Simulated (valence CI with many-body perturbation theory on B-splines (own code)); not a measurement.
# E1 line list for Hf⁺

Level of theory: relativistic CI+MBPT: three valence electrons over a frozen Dirac-Fock core [Xe] 4f14, a basis of 9 s, 9 p, 10 d, 8 f, 5 g, 3 h, 1 i functions for each j, with the one-electron correlation potential Σ1 (screened to all orders), the two-electron term Σ2, the three-electron term Σ3, Breit, model QED; selected single and double excitations, second order for the rest (own B-spline code, finite nucleus).

Against 13 measured levels this calculation errs by 602 cm⁻¹ on average and by 1220 at most. These come from a selection out of the NIST Handbook of Basic Atomic Spectroscopic Data. Levels without a partner in it may be off by more, other configurations by 1,000 to 4,000 cm⁻¹. 1 measured level below the end of the list, from 34942 cm⁻¹ on, found no clear computed partner.

Lines 101 to 150 of 187 in falling wavelength, among levels below 44299 cm⁻¹, chosen from the strongest by gf and those to the six lowest levels. Wavelengths and rates use the calculated energies, so an error of 600 cm⁻¹ moves a line at 312.6 nm by 1.9 % and its rate by three times that or more. Electric multipoles are in the length gauge, E1 and E2 with the static RPA response of the core. Weak lines are less certain than strong ones. Lines between different terms over intervals too small for the method are left out, as are lines whose strength nearly cancels. Where a level lies close to another of its J and parity, the split of strength between their lines is uncertain. The highest levels of a list are the least certain.

Names give the largest LS component (configuration and term), which can be under half, so a name can repeat, a term be missing and a line seem to break the LS rules; names also repeat where a configuration has a term twice. Letters in brackets count levels of one name in rising energy.

| λ vac (nm) | λ from measured levels | Upper | Lower | A (s⁻¹) | S (a.u.) with core polarisation | S without |
| --- | --- | --- | --- | --- | --- | --- |
| 323.7 |  | 5d6s6p ²D°_3/2 | 5d²6s ⁴F_3/2 | 1.23e+07 | 8.25e-01 | 9.71e-01 |
| 323.6 |  | 5d6s6p ²F°_7/2 | 5d²6s ⁴P_5/2 | 4.71e+06 | 6.30e-01 | 7.23e-01 |
| 322.4 |  | 5d6s6p ²D°_3/2 | 5d6s² ²D_5/2 | 5.97e+06 | 3.95e-01 | 4.69e-01 |
| 322.2 |  | 5d6s6p ⁴D°_5/2 [a] | 5d²6s ⁴F_3/2 | 1.49e+07 | 1.48e+00 | 1.74e+00 |
| 321.9 |  | 5d6s6p ⁴D°_7/2 | 5d²6s ⁴F_7/2 | 4.29e+06 | 5.64e-01 | 6.78e-01 |
| 321.0 |  | 5d6s6p ⁴D°_5/2 [a] | 5d6s² ²D_5/2 | 1.86e+07 | 1.82e+00 | 2.17e+00 |
| 319.3 |  | 5d²6p ⁴F°_5/2 | 5d²6s ²F_5/2 | 4.88e+06 | 4.71e-01 | 5.27e-01 |
| 317.6 |  | 5d6s6p ⁴D°_5/2 [b] | 5d²6s ⁴F_3/2 | 2.78e+07 | 2.63e+00 | 3.08e+00 |
| 317.0 |  | 5d6s6p ⁴D°_3/2 | 5d6s² ²D_3/2 | 3.86e+06 | 2.43e-01 | 2.95e-01 |
| 316.3 |  | 5d6s6p ⁴D°_5/2 [b] | 5d6s² ²D_5/2 | 2.58e+07 | 2.42e+00 | 2.84e+00 |
| 313.4 |  | 5d6s6p ²F°_5/2 | 5d²6s ²F_5/2 | 3.87e+07 | 3.52e+00 | 4.09e+00 |
| 312.6 | 311.0 | 5d²6p ⁴G°_7/2 | 5d²6s ⁴F_7/2 | 4.83e+07 | 5.83e+00 | 6.84e+00 |
| 311.7 |  | 5d²6p ⁴F°_7/2 | 5d²6s ²F_5/2 | 1.70e+07 | 2.03e+00 | 2.28e+00 |
| 310.7 |  | 6s²6p ²P°_3/2 | 5d²6s ⁴F_5/2 | 4.44e+07 | 2.63e+00 | 3.04e+00 |
| 309.9 |  | 5d²6p ⁴G°_5/2 | 5d²6s ⁴F_7/2 | 3.30e+07 | 2.91e+00 | 3.36e+00 |
| 309.8 |  | 5d6s6p ⁴D°_7/2 | 5d²6s ⁴F_5/2 | 1.40e+06 | 1.64e-01 | 1.90e-01 |
| 307.6 | 314.1 | 5d6s6p ⁴F°_9/2 | 5d²6s ⁴F_7/2 | 4.46e+06 | 6.40e-01 | 7.52e-01 |
| 307.5 |  | 5d6s6p ²F°_7/2 | 5d²6s ²F_5/2 | 6.45e+06 | 7.40e-01 | 8.41e-01 |
| 305.8 |  | 5d6s6p ⁴F°_5/2 [b] | 5d6s² ²D_3/2 | 3.54e+07 | 3.00e+00 | 3.53e+00 |
| 305.0 |  | 5d²6p ²D°_3/2 | 5d²6s ⁴F_5/2 | 4.82e+07 | 2.70e+00 | 3.17e+00 |
| 302.3 |  | 5d²6p ²F°_7/2 | 5d²6s ⁴F_9/2 | 1.51e+07 | 1.65e+00 | 1.93e+00 |
| 301.8 |  | 5d6s6p ⁴D°_1/2 [b] | 5d6s² ²D_3/2 | 2.37e+06 | 6.44e-02 | 8.33e-02 |
| 301.2 | 297.7 | 5d²6p ⁴G°_7/2 | 5d²6s ⁴F_5/2 | 3.18e+07 | 3.43e+00 | 3.98e+00 |
| 298.7 |  | 5d²6p ⁴G°_5/2 | 5d²6s ⁴F_5/2 | 5.67e+07 | 4.48e+00 | 5.29e+00 |
| 298.1 |  | 6s²6p ²P°_3/2 | 5d²6s ⁴F_3/2 | 7.22e+05 | 3.77e-02 | 4.32e-02 |
| 297.0 |  | 6s²6p ²P°_3/2 | 5d6s² ²D_5/2 | 6.50e+06 | 3.36e-01 | 3.96e-01 |
| 296.6 | 293.9 | 5d²6p ⁴G°_9/2 | 5d²6s ⁴F_9/2 | 6.83e+07 | 8.79e+00 | 1.03e+01 |
| 296.1 |  | 5d6s6p ⁴D°_7/2 | 5d6s² ²D_5/2 | 1.52e+06 | 1.56e-01 | 1.76e-01 |
| 296.0 |  | 5d6s6p ²D°_3/2 | 5d6s² ²D_3/2 | 1.63e+07 | 8.36e-01 | 9.86e-01 |
| 294.8 |  | 5d6s6p ⁴D°_5/2 [a] | 5d6s² ²D_3/2 | 5.66e+06 | 4.29e-01 | 5.00e-01 |
| 292.8 |  | 5d²6p ²D°_3/2 | 5d²6s ⁴F_3/2 | 5.77e+07 | 2.86e+00 | 3.36e+00 |
| 291.7 |  | 5d²6p ²D°_3/2 | 5d6s² ²D_5/2 | 2.82e+07 | 1.38e+00 | 1.59e+00 |
| 290.9 |  | 5d6s6p ⁴D°_5/2 [b] | 5d6s² ²D_3/2 | 1.53e+07 | 1.11e+00 | 1.31e+00 |
| 288.3 | 282.1 | 5d²6p ⁴G°_7/2 | 5d6s² ²D_5/2 | 1.10e+08 | 1.04e+01 | 1.22e+01 |
| 288.2 |  | 5d6s6p ⁴P°_5/2 | 5d²6s ⁴F_7/2 | 2.33e+06 | 1.65e-01 | 2.03e-01 |
| 287.0 |  | 5d²6p ⁴G°_5/2 | 5d²6s ⁴F_3/2 | 7.92e+07 | 5.55e+00 | 6.49e+00 |
| 286.0 |  | 5d²6p ⁴G°_5/2 | 5d6s² ²D_5/2 | 1.30e+07 | 9.04e-01 | 1.07e+00 |
| 285.9 |  | 5d6s6p ⁴P°_3/2 | 5d²6s ⁴F_5/2 | 2.85e+04 | 1.31e-03 | 1.39e-03 |
| 285.1 |  | 5d²6p ²F°_7/2 | 5d²6s ⁴F_7/2 | 2.07e+07 | 1.90e+00 | 2.21e+00 |
| 282.8 |  | 5d6s6p ⁴P°_1/2 | 5d²6s ⁴F_3/2 | 4.34e+05 | 9.68e-03 | 1.03e-02 |
| 282.8 |  | 5d²6p ²D°_5/2 | 5d²6s ⁴F_7/2 | 9.35e+07 | 6.26e+00 | 7.27e+00 |
| 280.1 | 277.4 | 5d²6p ⁴G°_9/2 | 5d²6s ⁴F_7/2 | 1.72e+08 | 1.87e+01 | 2.17e+01 |
| 278.5 |  | 5d6s6p ⁴P°_5/2 | 5d²6s ⁴F_5/2 | 2.76e+07 | 1.76e+00 | 2.04e+00 |
| 278.5 |  | 5d²6p ⁴F°_7/2 | 5d²6s ⁴F_9/2 | 2.48e+07 | 2.12e+00 | 2.47e+00 |
| 275.6 |  | 5d²6p ²F°_7/2 | 5d²6s ⁴F_5/2 | 9.55e+07 | 7.90e+00 | 9.25e+00 |
| 275.1 |  | 5d6s6p ²F°_7/2 | 5d²6s ⁴F_9/2 | 7.08e+07 | 5.82e+00 | 6.74e+00 |
| 275.1 |  | 5d6s6p ⁴P°_3/2 | 5d²6s ⁴F_3/2 | 3.23e+05 | 1.33e-02 | 1.45e-02 |
| 274.4 |  | 6s²6p ²P°_3/2 | 5d6s² ²D_3/2 | 2.16e+06 | 8.80e-02 | 1.04e-01 |
| 274.2 |  | 5d6s6p ⁴P°_3/2 | 5d6s² ²D_5/2 | 4.26e+05 | 1.73e-02 | 1.81e-02 |
| 273.4 |  | 5d²6p ²D°_5/2 | 5d²6s ⁴F_5/2 | 5.30e+07 | 3.21e+00 | 3.75e+00 |
